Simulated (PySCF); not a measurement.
Cl₂GeH₂. Atoms are numbered in the order given.

```xyz
5

Ge     0.0000     0.0000    -0.6084
Cl     1.7489     0.0000     0.6561
Cl    -1.7489     0.0000     0.6561
H      0.0000     1.2964    -1.4198
H      0.0000    -1.2964    -1.4198
```

The structure is a stationary point at B3LYP-D3(BJ)/def2-TZVP.

Computed with TDA-B3LYP/def2-SVPD run with PySCF.

Vertical excitations.  State labels are in the subgroup C2v.

| state | symmetry | energy (eV) | λ (nm) | f | main pairs |
|---|---|---|---|---|---|
| S1 | B2 | 6.39 | 194 | 0.025 | HOMO→LUMO 97 % |
| S2 | B1 | 6.61 | 188 | 0.028 | HOMO−1→LUMO 92 % |
| S3 | A2 | 6.68 | 185 | 0.000 | HOMO−2→LUMO 96 % |
| S4 | A1 | 6.87 | 181 | 0.028 | HOMO−3→LUMO 97 % |
| S5 | A2 | 7.05 | 176 | 0.000 | HOMO→LUMO+1 96 % |
| S6 | A1 | 7.28 | 170 | 0.008 | HOMO−1→LUMO+1 97 % |
| S7 | B2 | 7.47 | 166 | 0.013 | HOMO−2→LUMO+1 99 % |
| S8 | B2 | 7.69 | 161 | 0.003 | HOMO→LUMO+2 97 % |
| S9 | B1 | 7.73 | 160 | 0.006 | HOMO−3→LUMO+1 65 %, HOMO−1→LUMO+2 28 % |
| S10 | B1 | 7.91 | 157 | 0.053 | HOMO−1→LUMO+2 69 %, HOMO−3→LUMO+1 20 % |
| T1 | B2 | 5.88 | 211 | 0 | HOMO→LUMO 95 % |
| T2 | B1 | 6.03 | 206 | 0 | HOMO−1→LUMO 95 % |
| T3 | A2 | 6.25 | 198 | 0 | HOMO−2→LUMO 82 %, HOMO→LUMO+1 16 % |
| T4 | A1 | 6.36 | 195 | 0 | HOMO−3→LUMO 90 % |
Triplets are in the Tamm–Dancoff approximation.
